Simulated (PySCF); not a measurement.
Species: CH8AlAs.
Atom-mapped SMILES: `[H][As+:3]([H])([H])[AlH2-:2][CH3:1]` (hydrogens: H4, H5, H6 on C1; H7, H8 on Al2; H9, H10, H11 on As3)

Computed with PySCF, PBE0-D3(BJ)/def2-SVP geometry optimisation, gas phase.

Task: Give the optimised bond lengths and angles.

Result: 
```tsv
bond	length (bohr)
C1–Al2	3.730
Al2–As3	4.993
C1–H4, C1–H5, C1–H6	2.085
Al2–H7	3.033
Al2–H8	3.033
As3–H9, As3–H10	2.856
As3–H11	2.856
```

Bonds in one row agree within 0.02 bohr and their mean is given. A selection of angles:
```tsv
angle	degrees
Al2–C1–H4	109.5
Al2–C1–H5	113.0
H4–C1–H5	106.7
H4–C1–H6	106.4
C1–Al2–As3	100.4
C1–Al2–H7	119.6
C1–Al2–H8	119.3
As3–Al2–H7	94.9
As3–Al2–H8	94.5
H7–Al2–H8	117.2
Al2–As3–H9	120.0
Al2–As3–H10	118.2
Al2–As3–H11	121.7
H9–As3–H10	97.1
H9–As3–H11	97.2
```

As3 (arsenic bonded to Al and 3 H) is distorted tetrahedral (angles from 97.1° to 121.7°). Al2 (aluminium bonded to As, C and 2 H) has angles from 94.5° to 119.6°.

Point group: near Cs, missed by 0.17 Å at most; the miss may be what the optimiser left on a soft mode. No PBE0-D3(BJ)/def2-SVP frequencies stand behind this structure, so it isn't proved a minimum. One conformer, not necessarily the lowest (C1–Al2–As3–H 58° and 176° and -64°).
